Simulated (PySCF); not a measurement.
A calculated (M06-L, PySCF 2.14, Sapporo-DZP-2012, scalar relativity by spin-free X2C-1e) atom or ion has these occupied shells.

| shell | electrons | orbital energy (eV) | rms radius, mean of both spins (bohr) |
| --- | --- | --- | --- |
| 1s α | 1 | -195.24 | 0.432 |

Name the element and its charge.

Be³⁺ (beryllium, charge +3), in 1s1, 2S determinant.
